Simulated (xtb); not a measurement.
C2H10ClNSi2, SMILES Cl[Si@H](NC)C[SiH3]. All values are semi-empirical tight-binding results from xtb (GFN2-xTB unless named), good for trends rather than for accurate numbers. Geometry optimised at GFN2-xTB. The structure was generated by enumeration; whether it is a known compound was not checked. One conformer was computed; it need not be the lowest.

Optimised geometry:

```xyz
16

C      2.3764    -1.2968    -0.7534
N      1.2152    -0.4385    -0.7980
Si    -0.0085    -0.4049     0.3995
Cl     0.7418    -0.0992     2.2728
C     -1.2095     0.9895    -0.0373
Si    -1.9666     0.9013    -1.7749
H      2.6919    -1.5547    -1.7658
H      3.2183    -0.8283    -0.2324
H      2.1180    -2.2115    -0.2253
H      1.3651     0.3742    -1.3746
H     -0.6252    -1.7305     0.4407
H     -0.7134     1.9528     0.0868
H     -2.0169     0.9769     0.6942
H     -2.9128     2.0107    -1.9354
H     -2.6713    -0.3691    -1.9478
H     -0.9199     1.0293    -2.7925
```

```yaml
orbital_gap: 5.26 eV
dipole_moment: 2.21 D
zero_point_energy: 71.5 kcal/mol
G − E(el) at 298.15 K (modified RRHO): 48.2 kcal/mol
static polarisability (D4 model): 105.3 bohr³
solvation energy, GFN2-xTB/ALPB(water): -1.5 kcal/mol
solvation energy, GFN2-xTB/ALPB(hexane): -5.3 kcal/mol
```

Computed atomic charges and the Wiberg bond orders between heavy atoms:
charges (e) C1 -0.03, N2 -0.33, Si3 0.53, Cl4 -0.28, C5 -0.26, Si6 0.45, H7 0.04, H8 0.03, H9 0.04, H10 0.15, H11 -0.07, H12 0.02, H13 0.01, H14 -0.10, H15 -0.11, H16 -0.11. Bond orders C1–N2 1.03, N2–Si3 1.13, Si3–Cl4 1.03, Si3–C5 0.88, C5–Si6 0.92.
